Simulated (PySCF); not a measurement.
# SMILES [C@]1(C)(C=O)C=C[C@H]1Cl, C6H7ClO

Geometry:
| atom | x (Å) | y (Å) | z (Å) |
| --- | --- | --- | --- |
| C1 | 0.957 | 0.337 | -1.839 |
| C2 | 0.627 | 1.049 | -0.539 |
| C3 | -0.865 | 1.277 | -0.404 |
| O4 | -1.379 | 2.306 | -0.059 |
| C5 | 1.232 | 0.445 | 0.729 |
| C6 | 2.001 | 1.509 | 0.995 |
| C7 | 1.477 | 2.308 | -0.162 |
| Cl8 | 2.684 | 2.853 | -1.360 |
| H9 | 2.033 | 0.131 | -1.900 |
| H10 | 0.414 | -0.620 | -1.900 |
| H11 | 0.678 | 0.954 | -2.707 |
| H12 | -1.488 | 0.372 | -0.635 |
| H13 | 1.054 | -0.510 | 1.230 |
| H14 | 2.724 | 1.754 | 1.776 |
| H15 | 0.858 | 3.179 | 0.093 |

Computed, not measured: TDDFT PBE0/aug-cc-pVDZ circular dichroism and optical rotation, one conformer, gas phase (PySCF 2.14.0). Geometry: PBE0-D3(BJ)/def2-SVP.

The molecule is flexible and this is one conformer; a measurement averages over conformers.

Task: Draw the ECD and absorption spectra from the lowest 12 states, each a Gaussian of half-width 0.2 eV at 1/e height.

Result: 
| E (eV) | λ (nm) | Δε (L mol⁻¹ cm⁻¹) | ε (L mol⁻¹ cm⁻¹) |
| --- | --- | --- | --- |
| 3.54 | 351 | -0.01 | 0.544 |
| 3.64 | 341 | -0.13 | 5.16 |
| 3.74 | 332 | -0.72 | 29.7 |
| 3.84 | 323 | -2.51 | 104 |
| 3.94 | 315 | -5.32 | 219 |
| 4.04 | 307 | -6.83 | 282 |
| 4.14 | 300 | -5.32 | 219 |
| 4.24 | 293 | -2.51 | 104 |
| 4.34 | 286 | -0.72 | 29.7 |
| 4.44 | 279 | -0.13 | 5.16 |
| 4.54 | 273 | -0.01 | 0.544 |
| 4.64 | 267 | 0.00 | 0 |
| 4.74 | 262 | 0.00 | 0 |
| 4.84 | 256 | 0.00 | 0 |
| 4.94 | 251 | 0.00 | 0 |
| 5.04 | 246 | 0.00 | 0 |
| 5.14 | 241 | 0.00 | 0.464 |
| 5.24 | 237 | -0.04 | 6.51 |
| 5.34 | 232 | -0.37 | 55.7 |
| 5.44 | 228 | -2.00 | 292 |
| 5.54 | 224 | -7.03 | 952 |
| 5.64 | 220 | -16.41 | 1970 |
| 5.74 | 216 | -26.46 | 2730 |
| 5.84 | 212 | -30.29 | 2840 |
| 5.94 | 209 | -25.34 | 2740 |
| 6.04 | 205 | -16.29 | 2870 |
| 6.14 | 202 | -7.28 | 2830 |
| 6.24 | 199 | +1.22 | 2350 |
| 6.34 | 196 | +6.27 | 1740 |
| 6.44 | 193 | +3.53 | 1330 |
| 6.54 | 190 | -7.14 | 1510 |
| 6.64 | 187 | -19.12 | 2510 |
| 6.74 | 184 | -19.10 | 3800 |
| 6.84 | 181 | -2.54 | 4530 |
| 6.94 | 179 | +14.60 | 4410 |
| 7.04 | 176 | +18.61 | 3730 |

Δε uses R in velocity form, ε uses f in length form. Only the states computed contribute, so the short-wavelength end is incomplete.
